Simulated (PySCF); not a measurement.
CH₄BrFSi, SMILES C[SiH](F)Br. Heavy atoms are numbered as in [SiH:1]([CH3:2])([F:3])[Br:4]. Hydrogens are named by the atom that carries them.

Geometry optimised at PBE0-D3(BJ)/def2-SVP.

The numbers are results of HF/pcSseg-1 (PySCF), not measurements.

GIAO shieldings, no solvent; atoms alike by connectivity are averaged. δ = σ(ref) − σ: ²⁹Si against TMS (σ = 393.8 ppm); ¹³C against TMS (σ = 192.6 ppm); ¹⁹F against CFCl3 (σ = 238.5 ppm); ¹H against TMS (σ = 31.99 ppm), references at their B3LYP-D3(BJ)/def2-TZVP geometries, non-relativistic (without spin–orbit terms, shifts of atoms bonded to Cl or Br come out too high).

```tsv
atoms	nucleus	count	δ (ppm)
Si1 (SiH)	²⁹Si	1	[?]
C2 (CH3)	¹³C	1	5.8
F3	¹⁹F	1	[?]
H on Si1	¹H	1	5.43
H on C2	¹H	3	0.99
```

Fill in the missing entries. (The exact figures need the calculation; the answer reports its results.)


- F3, δ (ppm): -128.9
- Si1 (SiH), δ (ppm): 15.6
